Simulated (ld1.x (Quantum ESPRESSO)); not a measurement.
## Varying the TM potential for As

Base potential:

arsenic, norm-conserving Troullier–Martins (Kleinman–Bylander form), made with ld1.x (Quantum ESPRESSO) 7.5 (PBE, scalar-relativistic). Core [Ar] 3d10, reference 4s2 4p3. Waves: 4s (bound): rc 1.75 bohr; 4p (bound): rc 1.90 bohr; 4d channel at -0.05 Ry: rc 1.45 bohr. Local part: the d channel. Core correction: none.

All-electron outer shells of the reference configuration (PBE, scalar-relativistic, ld1.x):

| shell | level (eV) | outermost node (bohr) | outermost maximum (bohr) |
| --- | --- | --- | --- |
| 3p | -133.68 | 0.22 | 0.52 |
| 3d | -40.65 | – | 0.47 |
| 4s | -14.49 | 0.73 | 1.61 |
| 4p | -5.19 | 0.78 | 2.00 |

Cutoffs, loose and tight: the cutoffs (Ry, on a coarse ladder) from which the occupation-weighted sum of valence levels, in a spherical-Bessel basis at the reference potential, stays within 10 and 1 mRy of its value at 400 Ry. They do not see the model core or the augmentation charge, which bear on the density cutoff. Test errors are all-electron minus pseudo excitation energies from the reference, over the configurations 4s2 4p2; 4s2 4p1; 4s2 4p0; 4s1 4p4; 4s2 4p2.5; 4s2 4p3.3; 4s0 4p5. A dash means not determined; rows that change the core or the reference have their own tests. The largest error is taken over the tests solved by every variant that gives reliable tests at all: 4s0 4p5; 4s1 4p4; 4s2 4p2.

A true bound ghost makes a file unfit for plane-wave use even where its test errors are small: the radial tests pick states by their node count and pass the ghost by. Where a test does run into it, the solver fails or the error is huge.

```tsv
change	outcome	cutoff, loose	cutoff, tight	bound ghosts	largest test error (meV)
base	generated	35 Ry	45 Ry	s, p	+21
wave 4d channel at -0.05 Ry: rc 1.45 bohr becomes 4d channel at 0.53 Ry: rc 1.45 bohr	generated	30 Ry	45 Ry	s, p	+21
wave 4d channel at -0.05 Ry: rc 1.45 bohr becomes 4d channel at -0.05 Ry: rc 1.04 bohr	failed: run_pseudo: Errors in PS-KS equation	–	–	–	–
reference 4s2 4p2.75	generated	35 Ry	45 Ry	s, p	+9.4 over the solved tests; 3 of 7 tests not solved or not reliable
type ultrasoft; waves now 4s (bound): rcut 1.50, rcutus 1.75 bohr; 4s channel at -0.25 Ry: rcut 1.50, rcutus 1.75 bohr; 4p (bound): rcut 1.65, rcutus 1.90 bohr; 4p channel at 2.95 Ry: rcut 1.65, rcutus 1.90 bohr; 4d channel at -0.05 Ry: rcut 1.25, rcutus 1.45 bohr; local potential all-electron potential smoothed inside 1.85 bohr (lloc = -1); augmentation PSQ, inside the norm-conserving radii	generated	10 Ry	21 Ry	d	+40
all radii scaled by about 1.17 (s 2.06, p 2.22, d 1.70 bohr)	generated	18 Ry	35 Ry	p	+26
wave 4p (bound): rc 1.90 bohr becomes 4p (bound): rc 1.24 bohr	generated	90 Ry	200 Ry	p, s	+162
wave 4s (bound): rc 1.75 bohr becomes 4s (bound): rc 2.34 bohr	generated	18 Ry	35 Ry	s, p	+28
```

Problem. What comes out with this change to the base: core correction a·sin(br)/r model core inside 1.36 bohr?

Solution. outcome: generated; cutoff, loose: 35 Ry; cutoff, tight: 45 Ry; bound ghosts: s, p; largest test error (meV): -39.

Problem. What comes out with this change to the base: functional LDA (PZ)?

Solution. outcome: generated; cutoff, loose: 35 Ry; cutoff, tight: 45 Ry; bound ghosts: s, p; largest test error (meV): +30.

Problem. What comes out with this change to the base: local potential the p channel?

Solution. outcome: generated; cutoff, loose: 30 Ry; cutoff, tight: 45 Ry; bound ghosts: d; largest test error (meV): +22.
